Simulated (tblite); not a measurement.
Record of a relaxation.

Species: C3H10AlBO.
Atom-mapped SMILES: `[BH2:1][C@@H:2]([CH3:3])[AlH:4][O:5][CH3:6]` (hydrogens: H7, H8 on B1; H9 on C2; H10, H11, H12 on C3; H13 on Al4; H14, H15, H16 on C6)

Computed with GFN2-xTB (tblite), gas phase: L-BFGS steps from a force-field or distance-geometry start until the largest atomic force falls under 0.01 eV/Å. 12 of its 143 geometries are shown.

Step 0: E = -486.2053 eV, largest atomic force 2.020 eV/Å
```
atom  x, y, z in Å  |  force x, y, z in eV/Å
B1     -1.804   -1.411    0.077   -1.618   0.162   0.393
C2     -1.259    0.041   -0.196    0.715  -1.609  -0.991
C3     -2.014    1.067    0.613   -0.113   0.925   0.752
Al4     0.656    0.290    0.223    1.554  -1.082  -0.469
O5      1.895   -1.044    0.377   -1.407   1.412   0.084
C6      3.168   -0.462    0.420    0.485   0.615   0.003
H7     -2.715   -1.737   -0.630    0.712  -0.375  -0.005
H8     -1.810   -1.923    1.155    0.372   0.206  -0.388
H9     -1.375    0.222   -1.281   -0.156   0.178   0.241
H10    -2.950    0.651    1.041    0.451   0.532  -0.361
H11    -1.351    1.395    1.440   -0.643   0.167  -0.076
H12    -2.196    1.939   -0.037   -0.266  -0.298   0.570
H13     1.222    1.778    0.065   -0.165  -0.454   0.323
H14     3.108    0.518   -0.086    0.421   0.088   0.108
H15     3.493   -0.268    1.463   -0.025  -0.296  -0.422
H16     3.925   -1.049   -0.120   -0.317  -0.173   0.238
```

Step 13: E = -487.1548 eV, largest atomic force 0.617 eV/Å
```
atom  x, y, z in Å  |  force x, y, z in eV/Å
B1     -1.986   -1.488    0.040   -0.320   0.216   0.173
C2     -1.471   -0.059   -0.303   -0.428   0.341   0.173
C3     -2.003    1.102    0.623   -0.067   0.192   0.236
Al4     0.513    0.246    0.061    0.207   0.165  -0.019
O5      1.972   -0.487    0.314    0.222  -0.035   0.072
C6      3.372   -0.423    0.432    0.061   0.068   0.000
H7     -2.503   -2.246   -0.719    0.505   0.286   0.073
H8     -2.018   -1.757    1.187   -0.033  -0.095  -0.035
H9     -1.705    0.276   -1.323    0.132  -0.274  -0.058
H10    -2.962    0.849    1.105    0.316   0.051  -0.443
H11    -1.337    1.393    1.442    0.219  -0.313   0.041
H12    -2.123    2.042    0.062   -0.119  -0.480  -0.034
H13     0.972    1.703    0.217   -0.508   0.351  -0.006
H14     3.736    0.520    0.027   -0.025   0.075  -0.311
H15     3.712   -0.415    1.468   -0.286  -0.356   0.178
H16     3.823   -1.248   -0.110    0.123  -0.192  -0.039
```

Step 26: E = -487.5440 eV, largest atomic force 0.361 eV/Å
```
atom  x, y, z in Å  |  force x, y, z in eV/Å
B1     -1.941   -1.465    0.135   -0.110  -0.131  -0.003
C2     -1.501   -0.058   -0.248    0.292   0.046  -0.019
C3     -1.976    1.107    0.631   -0.108   0.116   0.100
Al4     0.497    0.392    0.000    0.006  -0.138   0.062
O5      2.023   -0.228    0.184    0.098   0.081   0.031
C6      3.399   -0.469    0.400   -0.197   0.033  -0.098
H7     -2.063   -2.252   -0.719    0.103  -0.280  -0.001
H8     -2.256   -1.727    1.234    0.030  -0.007   0.000
H9     -1.705    0.155   -1.304    0.018   0.053  -0.039
H10    -2.959    0.900    1.038   -0.180  -0.011   0.002
H11    -1.305    1.288    1.472    0.025  -0.037   0.173
H12    -2.031    2.041    0.081    0.016   0.098  -0.141
H13     0.523    1.891    0.250    0.207   0.296   0.007
H14     3.970    0.394    0.043   -0.035  -0.143   0.013
H15     3.601   -0.596    1.471   -0.113  -0.048  -0.163
H16     3.715   -1.365   -0.144   -0.050   0.072   0.076
```

Step 39: E = -487.6908 eV, largest atomic force 0.225 eV/Å
```
atom  x, y, z in Å  |  force x, y, z in eV/Å
B1     -1.802   -1.509    0.201    0.060   0.061  -0.170
C2     -1.390   -0.069   -0.157   -0.064  -0.017  -0.005
C3     -2.017    1.091    0.647    0.035   0.017  -0.006
Al4     0.503    0.659    0.025    0.047   0.093   0.051
O5      1.998   -0.026    0.081   -0.020  -0.002   0.099
C6      3.280   -0.529    0.329    0.092  -0.011  -0.021
H7     -1.625   -2.376   -0.575    0.046   0.052   0.080
H8     -2.372   -1.754    1.199    0.106   0.060   0.005
H9     -1.546    0.114   -1.238   -0.069  -0.095   0.078
H10    -3.069    0.926    0.872   -0.018  -0.025  -0.105
H11    -1.488    1.228    1.593   -0.065  -0.008   0.125
H12    -1.920    2.028    0.101   -0.051   0.122  -0.031
H13     0.569    2.196    0.243   -0.030  -0.221  -0.032
H14     4.030    0.211    0.042   -0.010  -0.014  -0.066
H15     3.395   -0.731    1.397   -0.009  -0.081  -0.056
H16     3.449   -1.450   -0.238   -0.049   0.069   0.053
```

Step 52: E = -487.7932 eV, largest atomic force 0.262 eV/Å
```
atom  x, y, z in Å  |  force x, y, z in eV/Å
B1     -1.505   -1.431    0.315    0.026  -0.165   0.140
C2     -1.352    0.032   -0.099    0.179   0.071  -0.016
C3     -2.187    1.107    0.604   -0.002   0.130  -0.139
Al4     0.530    0.816    0.118   -0.129  -0.223   0.048
O5      1.975    0.041    0.251   -0.011   0.032  -0.210
C6      3.192   -0.653    0.256   -0.093   0.149   0.147
H7     -1.016   -2.277   -0.337   -0.035  -0.005  -0.021
H8     -2.127   -1.724    1.265    0.069  -0.024   0.062
H9     -1.503    0.102   -1.191    0.076   0.132  -0.001
H10    -3.242    0.960    0.386   -0.068   0.118   0.054
H11    -2.040    1.092    1.685   -0.043  -0.147  -0.025
H12    -1.894    2.107    0.267   -0.051   0.037  -0.040
H13     0.627    2.333    0.207   -0.047   0.103   0.048
H14     4.001    0.001   -0.067    0.025   0.064  -0.111
H15     3.408   -0.984    1.269    0.042  -0.144   0.135
H16     3.124   -1.511   -0.406    0.062  -0.129  -0.072
```

Step 65: E = -487.8536 eV, largest atomic force 0.153 eV/Å
```
atom  x, y, z in Å  |  force x, y, z in eV/Å
B1     -1.366   -1.377    0.392   -0.055   0.028  -0.014
C2     -1.403    0.066   -0.092    0.033   0.054  -0.060
C3     -2.296    1.136    0.537    0.019  -0.035   0.065
Al4     0.502    0.755    0.206   -0.003   0.026   0.006
O5      1.948   -0.032    0.251   -0.029  -0.031  -0.147
C6      3.178   -0.703    0.218    0.025  -0.004   0.035
H7     -0.881   -2.198   -0.298    0.002  -0.007   0.067
H8     -1.819   -1.674    1.433    0.035  -0.022   0.025
H9     -1.418    0.162   -1.189   -0.083   0.007  -0.064
H10    -3.313    1.093    0.140    0.086  -0.028  -0.028
H11    -2.346    0.989    1.614   -0.053  -0.004   0.031
H12    -1.915    2.150    0.365    0.058  -0.031  -0.058
H13     0.602    2.281    0.307    0.002   0.009   0.084
H14     3.962   -0.026   -0.128   -0.018  -0.003  -0.024
H15     3.430   -1.047    1.222    0.022  -0.047   0.032
H16     3.128   -1.566   -0.453   -0.039   0.088   0.051
```

Step 77: E = -487.8859 eV, largest atomic force 0.117 eV/Å
```
atom  x, y, z in Å  |  force x, y, z in eV/Å
B1     -1.304   -1.341    0.430   -0.005   0.021   0.006
C2     -1.427    0.069   -0.134   -0.067  -0.080  -0.054
C3     -2.310    1.143    0.495    0.024   0.039  -0.061
Al4     0.483    0.735    0.202    0.031   0.014   0.045
O5      1.931   -0.051    0.145    0.007  -0.030   0.000
C6      3.171   -0.709    0.186   -0.042   0.019   0.014
H7     -0.874   -2.202   -0.243    0.047  -0.019   0.010
H8     -1.622   -1.583    1.535   -0.014   0.034   0.009
H9     -1.521    0.121   -1.228    0.044  -0.033  -0.059
H10    -3.272    1.185   -0.014   -0.004   0.001   0.037
H11    -2.488    0.935    1.548    0.039   0.014   0.007
H12    -1.850    2.137    0.414   -0.005   0.005   0.048
H13     0.576    2.221    0.581   -0.003  -0.026   0.022
H14     3.962   -0.033   -0.148   -0.028  -0.006   0.006
H15     3.379   -1.026    1.211    0.029   0.008  -0.015
H16     3.159   -1.591   -0.458   -0.053   0.038  -0.016
```

Step 90: E = -487.9134 eV, largest atomic force 0.100 eV/Å
```
atom  x, y, z in Å  |  force x, y, z in eV/Å
B1     -1.165   -1.248    0.479   -0.019  -0.028   0.012
C2     -1.485    0.050   -0.235    0.021   0.008   0.033
C3     -2.324    1.145    0.403   -0.021  -0.018   0.055
Al4     0.417    0.659    0.314   -0.065  -0.070  -0.030
O5      1.873   -0.088    0.184    0.036  -0.016   0.003
C6      3.119   -0.723    0.143    0.045  -0.027   0.017
H7     -0.680   -2.148   -0.101    0.025  -0.017   0.005
H8     -1.408   -1.361    1.630    0.018   0.011  -0.046
H9     -1.574    0.045   -1.326    0.011   0.003   0.004
H10    -3.241    1.319   -0.157   -0.011  -0.002  -0.010
H11    -2.587    0.861    1.421   -0.009   0.068  -0.034
H12    -1.778    2.098    0.461   -0.045   0.030  -0.028
H13     0.473    2.073    0.897    0.003   0.050   0.054
H14     3.880   -0.024   -0.213   -0.010  -0.026  -0.040
H15     3.394   -1.058    1.145    0.010  -0.021  -0.001
H16     3.079   -1.590   -0.522    0.012   0.054   0.005
```

Step 103: E = -487.9225 eV, largest atomic force 0.079 eV/Å
```
atom  x, y, z in Å  |  force x, y, z in eV/Å
B1     -1.138   -1.218    0.493   -0.015  -0.031  -0.012
C2     -1.502    0.059   -0.233   -0.033  -0.041  -0.011
C3     -2.357    1.162    0.373    0.021  -0.030  -0.024
Al4     0.408    0.611    0.366    0.048   0.011   0.024
O5      1.879   -0.115    0.215   -0.005   0.047   0.021
C6      3.133   -0.730    0.128    0.005  -0.039  -0.026
H7     -0.632   -2.113   -0.079    0.009  -0.001  -0.019
H8     -1.350   -1.328    1.648   -0.031   0.028   0.056
H9     -1.580    0.032   -1.324    0.008   0.042  -0.022
H10    -3.272    1.313   -0.199    0.027  -0.024  -0.016
H11    -2.630    0.907    1.394   -0.002   0.009   0.054
H12    -1.823    2.121    0.408   -0.010   0.026  -0.022
H13     0.452    2.003    1.016    0.009  -0.016   0.016
H14     3.875   -0.023   -0.250   -0.028   0.008  -0.020
H15     3.451   -1.081    1.110   -0.016   0.027   0.073
H16     3.079   -1.589   -0.542    0.014  -0.015  -0.071
```

Step 116: E = -487.9481 eV, largest atomic force 0.051 eV/Å
```
atom  x, y, z in Å  |  force x, y, z in eV/Å
B1     -1.228   -1.214    0.498    0.001   0.020  -0.015
C2     -1.476    0.071   -0.265    0.002  -0.017  -0.033
C3     -2.328    1.209    0.278    0.007   0.014   0.027
Al4     0.390    0.462    0.567   -0.002   0.004   0.008
O5      1.886   -0.159    0.275   -0.019   0.013   0.006
C6      3.167   -0.684    0.071   -0.002  -0.015   0.009
H7     -0.713   -2.139   -0.023   -0.035   0.012   0.005
H8     -1.521   -1.282    1.642   -0.006   0.002   0.001
H9     -1.471    0.061   -1.359    0.028  -0.004   0.020
H10    -3.365    1.098   -0.045    0.047  -0.017   0.012
H11    -2.311    1.210    1.369   -0.001  -0.003  -0.024
H12    -1.974    2.186   -0.064   -0.028  -0.023   0.002
H13     0.416    1.663    1.520   -0.019   0.030   0.015
H14     3.819    0.081   -0.357   -0.014  -0.028  -0.003
H15     3.585   -1.017    1.023    0.021   0.015   0.014
H16     3.116   -1.538   -0.606    0.021  -0.002  -0.044
```

Step 129: E = -487.9552 eV, largest atomic force 0.055 eV/Å
```
atom  x, y, z in Å  |  force x, y, z in eV/Å
B1     -1.263   -1.211    0.496   -0.010   0.024   0.008
C2     -1.433    0.087   -0.270   -0.005  -0.006  -0.002
C3     -2.306    1.226    0.236   -0.037   0.024   0.014
Al4     0.390    0.415    0.674   -0.016   0.004  -0.010
O5      1.877   -0.197    0.325    0.043   0.034  -0.004
C6      3.167   -0.669    0.048   -0.008   0.005   0.007
H7     -0.760   -2.152   -0.006   -0.009   0.013   0.003
H8     -1.622   -1.274    1.622    0.000  -0.002  -0.003
H9     -1.363    0.081   -1.361    0.016  -0.007  -0.009
H10    -3.361    1.003    0.063    0.038  -0.006   0.000
H11    -2.168    1.361    1.312    0.003   0.009  -0.030
H12    -2.079    2.172   -0.261   -0.003  -0.044   0.031
H13     0.383    1.545    1.717    0.005  -0.029  -0.005
H14     3.764    0.127   -0.404   -0.014  -0.023   0.006
H15     3.650   -0.991    0.974   -0.010  -0.003  -0.022
H16     3.115   -1.514   -0.642    0.007   0.008   0.015
```

Step 142: E = -487.9570 eV, largest atomic force 0.009 eV/Å
```
atom  x, y, z in Å  |  force x, y, z in eV/Å
B1     -1.273   -1.204    0.505    0.001  -0.003  -0.003
C2     -1.419    0.095   -0.266    0.001   0.002  -0.003
C3     -2.308    1.231    0.218    0.000  -0.003   0.004
Al4     0.394    0.405    0.702    0.000  -0.004  -0.005
O5      1.890   -0.173    0.333   -0.001  -0.005  -0.003
C6      3.168   -0.662    0.036    0.003   0.001  -0.004
H7     -0.765   -2.145    0.009    0.004   0.003   0.005
H8     -1.657   -1.273    1.621   -0.007   0.006  -0.001
H9     -1.322    0.083   -1.355    0.002   0.000   0.002
H10    -3.359    0.974    0.082   -0.001   0.001   0.002
H11    -2.145    1.413    1.283   -0.004   0.000   0.001
H12    -2.116    2.160   -0.319   -0.002   0.002   0.000
H13     0.376    1.477    1.801    0.002  -0.002   0.000
H14     3.768    0.125   -0.428    0.000   0.003   0.001
H15     3.662   -0.990    0.953   -0.001   0.000  -0.001
H16     3.095   -1.506   -0.652    0.002  -0.001   0.005
```

Q: Summarise the path.

A: The energy falls by 40.40 kcal/mol from step 0 to step 142; nine tenths of that is first reached at step 52. It rises by more than 0.2 meV at steps 54, 110 and 117. The largest force goes from 2.020 to 0.009 eV/Å. Among the bonds Al4–O5 changes most, from 1.827 to 1.646 Å; the atoms move by 0.986 Å rms after alignment.

The cost below is that of the whole relaxation. Hardware: an Arm Neoverse V2 with one thread (shared host). Cost: 0.8 s wall.
